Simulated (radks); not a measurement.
Task: Calculated with a radial shooting solver on a logarithmic mesh with Libxc functionals: non-relativistic Kohn-Sham, LDA (Slater exchange, Perdew-Wang correlation), spin-polarised, spherical densities, point nucleus; open shells are filled with parallel spins first (spin-orbit coupling, left out, can overturn this in heavy ions). Response by self-consistent Sternheimer equations with the Hartree and adiabatic LDA kernel. Rank Cd+, Sn+, Si2+, Be, Mg, Mg+ (NIST ground configurations) by static dipole polarisability, largest first.

Result: Mg 71.39, Be 43.80, Mg+ 30.58, Sn+ 27.98, Cd+ 24.43, Si2+ 11.31 bohr^3.
